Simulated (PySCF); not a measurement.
Ag$_{2}$, singlet, geometry from GFN2-xTB (such geometries of metal compounds can be far from the true shape) (core potentials on Ag); HF/def2-SVP (PySCF).

Input for PySCF:
```python
from pyscf import gto, scf

mol = gto.M(
    atom='''
Ag   -0.00000000   -0.00000000   -1.29645102
Ag    0.00000000    0.00000000    1.29645102
''',
    basis='def2-svp',
    ecp={'Ag': 'def2-svp'},
    verbose=3,
)

mf = scf.RHF(mol)
mf.kernel()
mf.analyze()
```

What the program printed (banner, timings and long lists left out):

```
converged SCF energy = -292.182064451299
**** MO energy ****
MO #1   energy= -4.32330059075396  occ= 2
MO #2   energy= -4.32268138631091  occ= 2
MO #3   energy= -2.77700352688845  occ= 2
MO #4   energy= -2.77074268549918  occ= 2
MO #5   energy= -2.77074268549918  occ= 2
MO #6   energy= -2.7701423810424   occ= 2
MO #7   energy= -2.7701423810424   occ= 2
MO #8   energy= -2.76964042441006  occ= 2
MO #9   energy= -0.537084230242486 occ= 2
MO #10  energy= -0.520831297458277 occ= 2
MO #11  energy= -0.52083129745827  occ= 2
MO #12  energy= -0.502198163651345 occ= 2
MO #13  energy= -0.502198163651338 occ= 2
MO #14  energy= -0.495363849414052 occ= 2
MO #15  energy= -0.495363849414045 occ= 2
MO #16  energy= -0.481956041488905 occ= 2
MO #17  energy= -0.481956041488899 occ= 2
MO #18  energy= -0.470682351159495 occ= 2
MO #19  energy= -0.229329681549389 occ= 2
MO #20  energy= 0.00724784943598333 occ= 0
MO #21  energy= 0.0536723582894483 occ= 0
MO #22  energy= 0.0536723582894534 occ= 0
MO #23  energy= 0.0741551803952278 occ= 0
MO #24  energy= 0.110283398103341  occ= 0
MO #25  energy= 0.110283398103343  occ= 0
MO #26  energy= 0.16094400514869   occ= 0
MO #27  energy= 0.199342585601267  occ= 0
Dipole moment(X, Y, Z, Debye):  0.00000,  0.00000,  0.00000
```
